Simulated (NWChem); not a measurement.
## Ionisation of O4Os

SMILES: [O]=[Os](=[O])(=[O])=[O]
```xyz
5

Os     0.0000     0.0000     0.0000
O      1.4048     0.0000    -0.9933
O     -1.4048     0.0000    -0.9933
O      0.0000     1.4048     0.9933
O      0.0000    -1.4048     0.9933
```
Charge 0, spin multiplicity 1.

The numbers come from NWChem runs, not from measurements. Structure: optimised with PBE/def2-SVP with def2 effective core potentials on Os, a minimum by its harmonic frequencies.

Basis set: def2-TZVP. The species with one electron less has spin multiplicity 2 and keeps the geometry of the parent. Δ marks differences of total energies (open shells unrestricted). −ε marks an orbital energy of the parent. That orbital need not have the symmetry of the hole or added electron in the Δ rows.

Effective core potentials replace the inner electrons of Os; spin-orbit coupling is left out. B3LYP has NWChem's definition, with VWN1-RPA local correlation. The structure started from a generated list of species. No SCF solution was tested for a lower state.

Order these methods by the first vertical ionisation energy they give, lowest first: −ε(HOMO) of HF, −ε(HOMO) of B3LYP, −ε(HOMO) of M06-2X, −ε(HOMO) of PBE, ΔB3LYP, G0W0@PBE.

−ε(HOMO) of PBE (8.93 eV), −ε(HOMO) of B3LYP (10.27 eV), G0W0@PBE (11.45 eV), −ε(HOMO) of M06-2X (12.11 eV), ΔB3LYP (12.61 eV), −ε(HOMO) of HF (14.48 eV)
